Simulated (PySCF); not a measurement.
Radial density of Pt²⁺ (platinum, charge +2)

UHF, [Xe] 4f14 5d7 6s1, high-spin 5F determinant (an excited configuration). Calculation: PySCF 2.14, in aug-cc-pVTZ-PP with one added diffuse shell each of s, p, d, f, g type with ECP60MDF (7s7p6d4f3g, 113 functions); scalar relativity through the core potential. This is the valence pseudo-density: the core potential removes the inner electrons and smooths the orbitals near the nucleus.

```csv
r (bohr),4πr²ρ (e/bohr),4πr²(ρα − ρβ)
0.150,0.0001210,0.0000
0.253,0.004642,0.0007
0.425,0.4077,0.0359
0.715,9.012,0.8089
1.20,13.33,2.5126
2.02,3.410,1.5695
3.40,0.3406,0.2552
5.72,0.005216,0.0050
9.63,1.991e-05,0.0000
```

Energies and moments cover only the electrons outside the core potential. Spin-orbit coupling, absent here, splits the open shell strongly.
